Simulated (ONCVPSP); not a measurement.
**What the settings do to the ONCV potential of gold**

Base potential:

```
Element                 : Au
Generator               : ONCVPSP 4.0.1
Type                    : optimised norm-conserving Vanderbilt (ONCV)
Functional              : PW91
Relativity              : scalar-relativistic
Frozen core             : [Kr] 4d10 4f14
Valence charge          : 19
Reference configuration : 5s2 5p6 5d10 6s1
Partial waves           : 5s+6s: rc 1.80 bohr, ncon 3, nbas 7, qcut 7.3 1/bohr, 2 projectors; 5p: rc 1.15 bohr, ncon 4, nbas 7, qcut 6.7 1/bohr, 2 projectors, debl 1.4 Ha; 5d: rc 1.95 bohr, ncon 4, nbas 8, qcut 6.9 1/bohr, 2 projectors, debl 1.4 Ha
Local potential         : polynomial inside 0.85 bohr (lpopt 5, dvloc0 3 Ha)
Core correction         : none
```

In the p channel the program set the typed energies aside and used -2.200, 0.250 Ha.

All-electron outer shells of the reference configuration (PW91, scalar-relativistic, ld1.x):

```
shell  level (eV)  outermost node (bohr)  outermost maximum (bohr)
   5s     -108.48                   0.48                      0.84
   4f      -81.24                      –                      0.37
   5p      -59.86                   0.52                      0.96
   5d       -6.94                   0.56                      1.21
   6s       -5.83                   1.11                      2.32
```

Cutoffs, loose and tight: the cutoffs (Ha) at which the residual kinetic energy of the hardest occupied pseudo-wave falls to 1 and 0.1 mHa per electron. They do not see the model core or the augmentation charge, which bear on the density cutoff. Test errors are all-electron minus pseudo excitation energies from the reference, over the configurations 5s2 5p6 5d10 6s0; 5s2 5p6 5d9 6s0; 5s2 5p6 5d8 6s0; 5s1 5p6 5d10 6s1. A dash means not determined; rows that change the core or the reference have their own tests.

A true bound ghost makes a file unfit for plane-wave use even where its test errors are small: the radial tests pick states by their node count and pass the ghost by.

| change | outcome | cutoff, loose | cutoff, tight | bound ghosts | GHOST(+) flags above zero | largest test error (meV) |
| --- | --- | --- | --- | --- | --- | --- |
| base | generated, projector energies reset by the program | 100 Ha | 118 Ha | s | p, d | -699 |
| s: qcut 5.4; p: qcut 5; d: qcut 5.1 | generated, projector energies reset by the program | 105 Ha | 122 Ha | s | p, d | -999 |
| s: qcut 6.1; p: qcut 5.6; d: qcut 5.8 | generated, projector energies reset by the program | 105 Ha | 122 Ha | s | p, d | -887 |
| s: qcut 6.8; p: qcut 6.3; d: qcut 6.4 | generated, projector energies reset by the program | 102 Ha | 119 Ha | s, d | p | -814 |
| s: qcut 7.6; p: qcut 7; d: qcut 7.2 | generated, projector energies reset by the program | 98 Ha | 116 Ha | s | p | -639 |
| s: qcut 9.7; p: qcut 8.9; d: qcut 9.2 | generated, projector energies reset by the program | 40 Ha | 100 Ha | s | none | -324 |
| s: qcut 10.5; p: qcut 9.7; d: qcut 10 | generated, projector energies reset by the program | 42 Ha | 63 Ha | s | p | -297 |

Question: What comes out with this change to the base: s: qcut 8.3; p: qcut 7.6; d: qcut 7.8?

Answer: outcome: generated, projector energies reset by the program; cutoff, loose: 92 Ha; cutoff, tight: 113 Ha; bound ghosts: s; GHOST(+) flags above zero: none; largest test error (meV): -498.

Question: What comes out with this change to the base: s: qcut 4.9; p: qcut 4.5; d: qcut 4.7?

Answer: outcome: generated, projector energies reset by the program; cutoff, loose: 104 Ha; cutoff, tight: 121 Ha; bound ghosts: s; GHOST(+) flags above zero: p, d; largest test error (meV): -1045.

Question: What comes out with this change to the base: s: qcut 9.3; p: qcut 8.5; d: qcut 8.8?

Answer: outcome: generated, projector energies reset by the program; cutoff, loose: 52 Ha; cutoff, tight: 105 Ha; bound ghosts: s; GHOST(+) flags above zero: none; largest test error (meV): -365.
